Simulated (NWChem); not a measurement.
System: GeHCl$_{2}$F; SMILES [F][GeH]([Cl])[Cl]

The following NWChem deck was run.

```
start job
memory heap 200 mb stack 900 mb global 1100 mb
geometry units angstroms noautoz
  Ge     0.351261     0.324280     0.000000
  F      1.775537    -0.648247     0.000000
  Cl    -0.758821    -0.202858     1.738528
  Cl    -0.758821    -0.202858    -1.738528
  H      0.755434     1.793979     0.000000
end
basis spherical
  * library def2-svpd
end
dft
  xc b3lyp
  iterations 150
end
tddft
  cis
  nroots 6
  notriplet
end
task tddft energy
```

NWChem printed, in part:

```
             Northwest Computational Chemistry Package (NWChem) 7.3.0
             --------------------------------------------------------

 CS  symmetry detected

                             Geometry "geometry" -> ""
                             -------------------------

 Output coordinates in angstroms (scale by  1.889725989 to convert to a.u.)

  No.       Tag          Charge          X              Y              Z
 ---- ---------------- ---------- -------------- -------------- --------------
    1 Ge                  32.0000     0.31774761     0.33633816     0.00000000
    2 F                    9.0000     1.75609658    -0.61525163     0.00000000
    3 Cl                  17.0000    -0.78450508    -0.20698083    -1.73852800
    4 Cl                  17.0000    -0.78450508    -0.20698083     1.73852800
    5 H                    1.0000     0.70037979     1.81179185     0.00000000

 Effective nuclear repulsion energy (a.u.)     473.7323592026

      Symmetry information
      --------------------

 Group name             Cs
 Group number              2
 Group order               2
 No. of unique centers     4

                                 NWChem DFT Module
                                 -----------------

 Summary of "ao basis" -> "ao basis" (spherical)
 ------------------------------------------------------------------------------
       Tag                 Description            Shells   Functions and Types
 ---------------- ------------------------------  ------  ---------------------
 Ge                        def2-svpd                14       38   6s4p4d
 F                         def2-svpd                 9       23   4s3p2d
 Cl                        def2-svpd                11       27   5s4p2d
 H                         def2-svpd                 4        8   2s2p

      Symmetry analysis of basis
      --------------------------

        a'         75
        a"         48

            General Information
            -------------------
          SCF calculation type: DFT
          Wavefunction type:  closed shell.
          No. of atoms     :     5
          No. of electrons :    76
           Alpha electrons :    38
            Beta electrons :    38
          Charge           :     0
          Spin multiplicity:     1
          Use of symmetry is: off; symmetry adaption is: on
          Maximum number of iterations: 150
          AO basis - number of functions:   123
                     number of shells:    49
          Convergence on energy requested:  1.00D-06
          Convergence on density requested:  1.00D-05
          Convergence on gradient requested:  5.00D-04

[...]

                                NWChem TDDFT Module
                                -------------------

            General Information
            -------------------
           No. of orbitals :     246
            Alpha orbitals :     123
             Beta orbitals :     123
        Alpha frozen cores :       0
         Beta frozen cores :       0
     Alpha frozen virtuals :       0
      Beta frozen virtuals :       0
         Spin multiplicity :       1
    Number of AO functions :     123
        Use of symmetry is : off
      Symmetry adaption is : on
         Schwarz screening :  0.10D-07

              XC Information
              --------------
                  B3LYP Method XC Potential
              Hartree-Fock (Exact) Exchange   0.20
                 Slater Exchange Functional   0.80 local
             Becke 1988 Exchange Functional   0.72 non-local
       Lee-Yang-Parr Correlation Functional   0.81
           VWN I RPA Correlation Functional   0.19 local

             TDDFT Information
             -----------------
          Calculation type : Tamm-Dancoff TDDFT
         Wavefunction type : Restricted singlets
          No. of electrons :      76
           Alpha electrons :      38
            Beta electrons :      38
              No. of roots :       6
          Max subspacesize :    5200
            Max iterations :     100
               Target root :       1
           Target symmetry : none
      Symmetry restriction : off
                 Algorithm : Optimal
        Davidson threshold :  0.10D-03

    6 smallest eigenvalue differences (eV)
--------------------------------------------------------
  No. Spin  Occ  Vir  Irrep   E(Occ)    E(Vir)   E(Diff)
--------------------------------------------------------
    1    1   38   39 a"       -0.347    -0.066     7.647
    2    1   37   39 a'       -0.354    -0.066     7.840
    3    1   36   39 a"       -0.355    -0.066     7.858
    4    1   35   39 a'       -0.367    -0.066     8.189
    5    1   38   40 a"       -0.347    -0.019     8.922
    6    1   38   41 a'       -0.347    -0.012     9.109
--------------------------------------------------------

  Entering Davidson iterations
  Restricted singlet excited states

  Iter   NTrls   NConv    DeltaV     DeltaE      Time
  ----  ------  ------  ---------  ---------  ---------
    1      6       0     0.67E-01   0.10+100       33.5
    2     12       0     0.22E-01   0.86E-02       33.7
    3     18       0     0.10E-01   0.13E-02       33.8
    4     24       0     0.16E-01   0.56E-03       33.7
    5     30       0     0.14E-01   0.60E-03       35.8
    6     36       3     0.12E-01   0.46E-03       37.8
    7     39       4     0.48E-02   0.25E-03       35.3
    8     41       4     0.25E-02   0.58E-04       35.4
    9     43       5     0.78E-03   0.11E-04       33.0
   10     44       5     0.12E-03   0.64E-06       28.5
   11     45       6     0.55E-04   0.28E-07       31.4
  ----  ------  ------  ---------  ---------  ---------
  Convergence criterion met

  Ground state a'      -3097.430676572223 a.u.

[...]
```

Level: B3LYP/def2-SVPD, TDA. All runs use the structure optimised with PBE0/def2-SVP.
